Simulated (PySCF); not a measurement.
SnCl⁻: frontier orbitals

BHandHLYP at R = 2.610 Å; PySCF, scalar-relativistic core potentials, basis sets Sn def2-SVPD with ECP28, Cl def2-SVPD. State: ³Σ⁻ (triplet), unpaired electrons π ↑↑. Only the outer orbitals are listed, counted within each symmetry, core potentials removing the inner ones.

| spin | orbital | occ. | ε (eV) | on Sn (%) | main shells (%) |
| --- | --- | --- | --- | --- | --- |
| α | 7σ | 1 | -18.46 | 1 | 99 Cl s |
| α | 8σ | 1 | -8.45 | 78 | 78 Sn s, 20 Cl p |
| α | 4π | 1 | -4.61 | 3 | 97 Cl p |
| α | 4π | 1 | -4.61 | 3 | 97 Cl p |
| α | 9σ | 1 | -4.43 | 32 | 68 Cl p, 19 Sn s, 12 Sn p |
| α | 5π | 1 | -0.33 | 96 | 95 Sn p |
| α | 5π | 1 | -0.33 | 96 | 95 Sn p |
| α | 10σ | 0 | 4.11 | 74 | 59 Sn s, 21 Cl s, 12 Sn d |
| β | 7σ | 1 | -18.36 | 0 | 99 Cl s |
| β | 8σ | 1 | -7.12 | 58 | 57 Sn s, 40 Cl p |
| β | 4π | 1 | -4.41 | 1 | 99 Cl p |
| β | 4π | 1 | -4.41 | 1 | 99 Cl p |
| β | 9σ | 1 | -3.86 | 51 | 50 Cl p, 40 Sn s, 11 Sn p |
| β | 5π | 0 | 3.92 | 92 | 89 Sn p |
| β | 5π | 0 | 3.92 | 92 | 89 Sn p |
| β | 10σ | 0 | 4.26 | 79 | 81 Sn s, 17 Cl s, 14 Sn d |

Q: Which are the highest filled and the lowest empty level, where do they sit, and how wide is the gap?

A: Highest filled α 5π at -0.33 eV (in %: 95 Sn p); lowest empty β 5π at 3.92 eV (in %: 89 Sn p); the gap at BHandHLYP is 4.25 eV. Both belong to one degenerate shell, split only by its one-sided filling, so this is no excitation gap. An empty level above zero is unbound, and its energy depends on the basis.

```
bond order (Mayer)                                                                                                 : 0.41
⟨S²⟩                                                                                                               : 2.005
charge on Sn (Mulliken, basis-dependent)                                                                           : -0.21
charge on Sn (Löwdin, basis-dependent)                                                                             : -0.28
dipole moment (positive dipole points towards Cl; it is taken about the centre of mass and depends on that origin) : -3.13 D
```

Spin–orbit coupling is left out. The state was picked by a PBE0 search and need not be the measured ground state.
